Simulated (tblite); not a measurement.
C₆H₁₃NSi.
Z-matrix (Å and degrees, GFN2-xTB geometry), rows numbered from 1:
```
C 
C   1  1.3227
C   2  1.5010  1  121.79
C   2  1.5104  1  123.79  3  -178.66
C   4  1.5338  2  113.55  1   -32.29
N   5  1.4481  4  108.07  2    85.00
Si  6  1.7126  5  115.24  4    25.03
C   4  1.5386  2  109.74  1    88.05
H   1  1.0779  2  121.33  3     0.06
H   1  1.0746  2  122.26  3   179.86
H   3  1.0895  2  110.50  1  -127.06
H   3  1.0906  2  110.16  1   114.20
H   3  1.0869  2  111.21  1    -6.15
H   4  1.0961  2  107.61  1  -152.39
H   5  1.0956  4  110.52  2   -35.61
H   5  1.1004  4  109.39  2  -154.13
H   6  1.0054  5  114.65  4  -175.72
H   7  1.4647  6  110.75  5  -122.95
H   7  1.4696  6  115.71  5   110.38
H   8  1.0905  4  109.70  2   149.29
H   8  1.0876  4  110.65  2    31.46
```

All values are computed: GFN2-xTB (tblite) harmonic vibrations without scaling, gas phase. Errors from tens to a few hundred cm⁻¹ against measured bands are possible. Modes of hydrogen on silicon can be 10 to 20 % off. One conformer, not necessarily the lowest.

Harmonic wavenumbers (cm⁻¹): 53.8, 92.6, 143.8, 148.3, 224.6, 281.5, 332.4, 341.5, 425.7, 463.6, 482.9, 533.0, 548.7, 654.6, 681.5, 721.8, 743.7, 798.6, 814.3, 833.9, 867.6, 899.4, 953.9, 959.3, 1005.3, 1027.6, 1042.4, 1074.2, 1132.9, 1147.1, 1179.2, 1213.7, 1228.1, 1252.3, 1289.7, 1353.8, 1365.2, 1399.2, 1420.4, 1484.2, 1485.3, 1491.2, 1500.4, 1731.6, 2192.2, 2245.7, 2844.0, 2912.9, 2924.3, 2978.1, 2991.8, 3011.3, 3016.5, 3043.1, 3097.4, 3147.5, 3488.9.

A = 2973, B = 1233, C = 1170 MHz; mass 127.082 u (most abundant isotopes); point group C1, symmetry number 1.

**Question.** Zero-point energy?

**Answer.** Half the sum of the wavenumbers: 38359 cm⁻¹ = 109.67 kcal/mol.

**Question.** Give the ideal-gas entropy at 298.15 K and 1 bar in the rigid-rotor, harmonic-oscillator model (classical rotation).

**Answer.** Translation 40.46, rotation 28.71, vibration 26.17: S = 95.3 cal/(mol K).

**Question.** And Cp and H(298.15 K) − H(0)?

**Answer.** Cp = 39.44 cal/(mol K), of which vibrations give 31.49 (their classical limit is 57 R = 113.3); H(298.15 K) − H(0) = 6.72 kcal/mol without the zero-point energy, 4.35 from vibrations.

**Question.** What must be added to the electronic energy to get the Gibbs energy at 298.15 K and 1 bar?

**Answer.** ZPE + [H(298.15 K) − H(0)] − T·S = 109.67 + 6.72 − 28.42 = 87.97 kcal/mol.

**Question.** Blend soft modes into free rotors: weight 1/[1 + (100 cm⁻¹/ν̃)⁴] for the oscillator and the rest for a rotor with moment μB/(μ + B), μ = h/(8π²ν), B = 10⁻⁴⁴ kg m². What vibrational entropy results?

**Answer.** 24.60 cal/(mol K) in place of 26.17, which changes −T·S at 298.15 K by +0.47 kcal/mol.

Hindered rotation and anharmonicity are outside this model. Other conformers, if any are populated, would add a mixing term that is left out. The structure is chiral; the term R ln 2 for an equal mix with its mirror image is left out.
